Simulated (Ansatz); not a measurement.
Z-matrix (Å, degrees):
```
N
H 1 1.0086
H 1 1.0088 2 110.99
Si 1 1.7308 2 120.33 3 148.62
H 4 1.4906 1 107.02 2 48.16
H 4 1.4907 5 110.33 1 -115.98
```
Charge 0, spin multiplicity 2.

Method: frozen-core CCSD(T)/def2-TZVPP // B3LYP-D3(BJ)/def2-TZVP in Ansatz (a quantum-chemistry and plane-wave program).

The HF energy is -345.72865 Ha and the MP2 correlation energy is -0.32652 Ha.

### Question
Estimate the CCSD correlation energy, the (T) correction, the total energy and the T1 diagnostic.

### Answer

CCSD correlation energy: -0.35403 Ha
(T) correction: -0.01243 Ha
CCSD(T) total energy: -346.09511 Ha
T1 diagnostic: 0.016
